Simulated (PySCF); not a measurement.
Compound: 1,4-bis(dimethylsilyl)benzene, C10H18Si2.
Atom-mapped SMILES: `[CH3:1][SiH:2]([CH3:3])[c:4]1[cH:5][cH:6][c:7]([SiH:8]([CH3:9])[CH3:10])[cH:11][cH:12]1` (hydrogens: H13, H14, H15 on C1; H16 on Si2; H17, H18, H19 on C3; H20 on C5; H21 on C6; H22 on Si8; H23, H24, H25 on C9; H26, H27, H28 on C10; H29 on C11; H30 on C12)

Torsions of this conformer, `[CH3:1][SiH:2]([CH3:3])[c:4]1[cH:5][cH:6][c:7]([SiH:8]([CH3:9])[CH3:10])[cH:11][cH:12]1`: C1–Si2–C4–C5 56°, C6–C7–Si8–C9 -65°.

The closed-shell ground state was solved at several levels (PySCF, density fitting, gas phase, non-relativistic). Geometry: PBE0-D3(BJ)/def2-SVP, one conformer, isolated molecule.

```
              level  basis functions  total energy (Eh)  HOMO (eV)  LUMO (eV)  gap (eV)  dipole (D)
     B3LYP/pcSseg-1              308          -970.9283      -6.92      -0.90      6.02        1.07
CAM-B3LYP/def2-SVPD              392          -970.2609      -8.31       0.27      8.58        1.06
```

**Question.** What might PBE0/pcSseg-1 (308 basis functions) give for the same quantities?

**Answer.** Total energy -970.1442 Eh, HOMO -7.15 eV, LUMO -0.77 eV, gap 6.38 eV, dipole 1.11 D.

**Question.** Over all these levels, which gives the widest orbital gap and which the narrowest?

**Answer.** CAM-B3LYP/def2-SVPD (range-separated hybrid) has the widest, 8.58 eV, and B3LYP/pcSseg-1 (global hybrid, 20 % exact exchange) the narrowest, 6.02 eV. Functional and basis both differ between the two, so the spread mixes both effects.

**Question.** How far do the dipole and the HOMO energy spread over the levels?

**Answer.** The dipole runs from 1.06 to 1.11 D (mean 1.08 D) and the HOMO from -8.31 to -6.92 eV.
